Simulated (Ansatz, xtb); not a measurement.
## Two structures of H3KOSi

We compare X, a singlet given by its coordinates, with Y, a singlet given by its coordinates. Both are isolated molecules in the gas phase, relaxed with PBE0-D4/def2-TZVP.

X (Å):

| atom | x (Å) | y (Å) | z (Å) |
| --- | --- | --- | --- |
| K | -0.3646 | 0.7751 | -2.1493 |
| O | -0.7751 | -0.7036 | -0.1676 |
| Si | 0.9324 | -0.4846 | 0.2754 |
| H | 0.8228 | -0.0987 | 1.7437 |
| H | -1.2711 | -1.2643 | 0.4314 |
| H | 1.3799 | -1.9223 | 0.4982 |

Close contacts (Å): K1–O2 2.51, K1–Si3 3.02, O2–Si3 1.78, O2–H5 0.96, Si3–H4 1.52, Si3–H6 1.52.

Y (Å):

```yaml
atoms:
  - { symbol: K, position_ang: [-1.0063, 2.1856, -0.5785] }
  - { symbol: O, position_ang: [-0.9299, 0.8699, 1.2848] }
  - { symbol: Si, position_ang: [-0.8763, -0.0461, 2.5826] }
  - { symbol: H, position_ang: [-1.7251, 0.4555, 3.7226] }
  - { symbol: H, position_ang: [-1.3446, -1.4604, 2.3547] }
  - { symbol: H, position_ang: [0.5027, -0.1935, 3.1727] }
```

Close contacts (Å): K1–O2 2.28, O2–Si3 1.59, Si3–H4 1.51, Si3–H5 1.51, Si3–H6 1.51.

**Question.** Estimate which is lower in electronic energy at CCSD(T)/def2-TZVPP, and by roughly how much.

**Answer.** The CCSD(T)/def2-TZVPP calculation puts structure Y lower, by 1.121 eV.

Level by level:

```tsv
level	geometry	E(Y) − E(X) (eV)	departure from the last row (eV)	job, with rough time for the two
PBE0-D4/def2-TZVP	PBE0-D4/def2-TZVP	−1.078	+0.043	optimisation, 26 s
HF/def2-TZVPP	PBE0-D4/def2-TZVP	−1.273	−0.152	part of the CCSD(T) run
MP2/def2-TZVPP	PBE0-D4/def2-TZVP	−1.258	−0.137	part of the CCSD(T) run
CCSD(T)/def2-TZVPP	PBE0-D4/def2-TZVP	−1.121		single point, 35 s
```

The levels shown agree on the order. The largest departure from CCSD(T)/def2-TZVPP is that of HF/def2-TZVPP, 0.152 eV. Levels run at GFN2-xTB geometries aren't shown.

With harmonic frequencies from PBE0-D4/def2-TZVP (ideal gas, rigid rotor, one conformer each, 298.15 K, 1 atm): the zero-point term adds −0.048 eV; ΔH is −1.169 and ΔG −1.162 eV.

The correlated steps freeze 11 core orbitals; the last core shell of K is correlated, in a basis made for valence electrons. Codes used: Ansatz 0.2.0; the last row on 2 threads of Arm Neoverse V1 on a shared host.
